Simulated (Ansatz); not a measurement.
(BeO)n: r2SCAN0-D4/def2-TZVP single points in Ansatz on relaxed structures, gas phase. Each cluster is the lowest isomer that a short search found in that spin, judged at the geometry's level, and lower ones may exist. Binding counts from free atoms in the multiplicity of their measured ground term, without zero-point energy. The structures are stationary points that may keep the symmetry of their start.

```csv
species,atoms,state,geometry,HOMO (eV),LUMO (eV),gap (eV),binding per atom (eV),point group (within 0.1 Å)
(BeO)2 ring (Be2O2),4,singlet,PBE-D4/def2-TZVP,-7.62,-2.11,5.51,3.97,D2h
(BeO)3 ring (Be3O3),6,singlet,PBE0-D4/def2-SVP,-8.76,-1.13,7.63,4.70,D3h
(BeO)4 ring (Be4O4),8,singlet,PBE-D4/def2-SVP,-8.72,-0.89,7.83,4.92,D4h
(BeO)6 prism (Be6O6),12,singlet,PBE-D4/def2-SVP,-8.64,-0.92,7.72,5.08,D3d
Be7O7,14,singlet,PBE0-D4/def2-SVP,-8.87,-0.89,7.97,5.08,D7h
```

The gap (eV) runs from 5.51 ((BeO)2 ring) to 7.97 (Be7O7). It doesn't follow size steadily. The binding per atom (eV) runs from 3.97 ((BeO)2 ring) to 5.08 ((BeO)6 prism). It rises with size.
